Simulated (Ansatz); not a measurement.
`[SH][In]([SH])[Br]` + H–F → `[F][In]([SH])[Br]` + H₂S at 400 K and 1 bar (ligand exchange at the In–S bond).

Computed with Ansatz on PBE0-D4/def2-TZVP structures; ΔE is electronic, products minus reactants. CCSD(T)/CBS is the MP2 limit (def2-TZVPP, def2-QZVPP) plus CCSD(T) − MP2 in def2-TZVPP, frozen cores. This one scheme is used for every species. Elements past krypton have def2 core potentials. For Br, In outer-core shells are correlated without core-valence functions, which leaves a few kJ/mol of doubt a bond. Scalar relativity is left out up to krypton. One conformer a species, not always the lowest.

```tsv
species	CCSD(T)/CBS energy (Eh)	H − E (kJ/mol)	S (J/(mol·K))
`[SH][In]([SH])[Br]`	-3560.01440	83.6	419.1
H–F	-100.39570	36.5	182.2
`[F][In]([SH])[Br]`	-3261.42177	60.0	393.3
H₂S	-398.97279	53.4	215.9
```

H − E and S are ideal-gas, rigid-rotor, harmonic terms from PBE0-D4/def2-TZVP, for one conformer and one mirror image of each species. 1 Eh = 2625.50 kJ/mol, R = 8.31446 J/(mol·K).

By hand: ΔE, ΔH, ΔS and ΔG.

ΔE = (-3261.42177) + (-398.97279) − (-3560.01440) − (-100.39570) = 0.01554 Eh = 40.8 kJ/mol. Δ(H − E) = 60.0 + 53.4 − 83.6 − 36.5 = -6.7, so ΔH = 34.1 kJ/mol. ΔS = 393.3 + 215.9 − 419.1 − 182.2 = 7.9 J/(mol·K). ΔG = 34.1 − 400 × (7.9)/1000 = 30.9 kJ/mol.

By hand: the equilibrium constant, and the temperature at which ΔG would vanish if ΔH and ΔS stayed fixed.

log₁₀ K = −ΔG/(RT ln 10) = -4.0. ΔG = 0 at ΔH/ΔS = 4316 K, far beyond where these terms or the molecules hold.

The number of gas molecules stays the same, so ΔS is small and ΔH decides. A doubt of 5 kJ/mol in ΔE shifts log₁₀ K by 0.7 here. Other conformers and mirror images would add mixing entropy, several J/(mol·K) or more a flexible species. These are equilibria of isolated gas molecules and say nothing of rates. Largest T1 diagnostic: 0.013 (customary marks: 0.02 for closed shells, 0.045 for open ones).
